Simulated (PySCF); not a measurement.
From one molecule to another.

First species: C3H6O2.
SMILES: `CO[C@H]1CO1`

Second species: C2H13Ge3N.
SMILES: `C[N](C)[GeH2][GeH2][GeH3]`

Levels: B3LYP/def2-SVPD for dipole moment, HOMO energy, LUMO energy, HOMO–LUMO gap, static isotropic polarisability and electronic spatial extent ⟨r²⟩ about the centre of nuclear charge; TDDFT B3LYP/def2-SVPD for lowest singlet excitation; TDA B3LYP/def2-SVPD for lowest triplet excitation (Tamm–Dancoff); ΔSCF B3LYP/def2-SVPD for vertical ionisation energy; PBE0-D3(BJ)/def2-SVP for rotational constant A and rotational constant C. Geometries: PBE0-D3(BJ)/def2-SVP. Each structure is a single optimised conformer of the isolated species, non-relativistic unless stated. Electronic properties by PySCF.

The conformers computed, where there is a choice (atom-mapped SMILES and torsion angles):
- `[CH3:1][O:2][C@H:3]1[CH2:4][O:5]1`: C1–O2–C3–C4 -147°
- `[CH3:1][N:2]([CH3:3])[GeH2:4][GeH2:5][GeH3:6]`: C1–N2–Ge4–Ge5 -69°, N2–Ge4–Ge5–Ge6 64°

Values for the first species:

| Quantity | Value |
| --- | --- |
| Dipole moment | 1.28 D |
| HOMO energy | -7.86 eV |
| LUMO energy | 0.59 eV |
| HOMO–LUMO gap | 8.45 eV |
| Lowest singlet excitation | 7.51 eV |
| Lowest triplet excitation (Tamm–Dancoff) | 7.42 eV |
| Static isotropic polarisability | 45.4 au |
| Vertical ionisation energy | 10.32 eV |
| Electronic spatial extent ⟨r²⟩ about the centre of nuclear charge | 413 bohr² |
| Rotational constant A | 15.214 GHz |
| Rotational constant C | 3.312 GHz |

Problem. Estimate the same properties for the second species, and the change in each.

Solution. 
```csv
property,first,second,second less first
dipole moment,1.28 D,0.47 D,-0.81 D
HOMO energy,-7.86 eV,-5.91 eV,+1.95 eV
LUMO energy,0.59 eV,-0.49 eV,-1.08 eV
HOMO–LUMO gap,8.45 eV,5.42 eV,-3.03 eV
lowest singlet excitation,7.51 eV,4.63 eV,-2.88 eV
lowest triplet excitation (Tamm–Dancoff),7.42 eV,4.42 eV,-3.00 eV
static isotropic polarisability,45.4 au,138.7 au,+93.3 au
vertical ionisation energy,10.32 eV,7.76 eV,-2.56 eV
electronic spatial extent ⟨r²⟩ about the centre of nuclear charge,413 bohr²,2369 bohr²,+1956 bohr²
rotational constant A,15.214 GHz,1.445 GHz,-13.769 GHz
rotational constant C,3.312 GHz,0.454 GHz,-2.858 GHz
```

On the first: The polarisability is 6.72 Å³ as a volume (1 au = 0.148185 Å³), or 1.13 au for each of the 40 electrons.

On the second: The vertical singlet–triplet gap S1 − T1 is 0.21 eV (TDDFT singlet less Tamm–Dancoff triplet; S1: HOMO→LUMO, weight 0.84; T1: HOMO→LUMO, weight 0.70). The principal polarisabilities are 119.1, 135.6 and 161.5 au; their mean is the isotropic value. The calculation is non-relativistic and has no spin–orbit coupling, an omission that weighs most on germanium.
